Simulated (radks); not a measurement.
Q: The table gives one normalised radial function P(r) = r R(r) (large component) of Rb in [Kr] 5s1 (r in bohr). Calculated with a radial shooting solver on a logarithmic mesh with Libxc functionals: Dirac Kohn-Sham, PBEsol, spin-unpolarised, spherical densities, finite nucleus; Fermi nuclear charge, rms radius 4.2036 fm.

r,P
0.001354,0.0008
0.001836,0.0012
0.002468,0.0019
0.003345,0.0031
0.004497,0.0050
0.006094,0.0083
0.008194,0.0136
0.0111,0.0224
0.01493,0.0361
0.02023,0.0579
0.02742,0.0902
0.03687,0.1329
0.04997,0.1855
0.06718,0.2336
0.09105,0.2546
0.1224,0.2113
0.1659,0.0713
0.223,-0.1444
0.3023,-0.3530
0.4097,-0.3953
0.5508,-0.1786
0.7465,0.2471
1.004,0.6547
1.36,0.8473
1.829,0.7459
2.478,0.4694
3.332,0.2147
4.516,0.0661
6.12,0.0127
8.229,0.0014
11.15,0.0001
14.99,0.0000

Which n and l does it have? It may be an empty orbital.

A: n = 4, l = 1: the number of nodes gives n - l - 1 = 2, the rise at small r points to l (for j = l - 1/2 the large component starts outside the nucleus as r^gamma with gamma = sqrt(l^2 - (Z/c)^2) = 0.96 and the r^(l+1) term takes over further out; the orbital of l - 1 with the same j starts with the same power, but with a larger coefficient, and does not steepen), and the extent must fit the shell. The curve is that of 4p1/2; the two j differ most near the nucleus, where j = l - 1/2 has the larger amplitude, and in heavy atoms j = l - 1/2 is also the more compact. 4p1/2: eigenvalue -16.575 eV, 2 radial nodes at r = 0.184, 0.632 bohr, <r> = 1.70 bohr, 90 % of the charge inside 2.58 bohr.
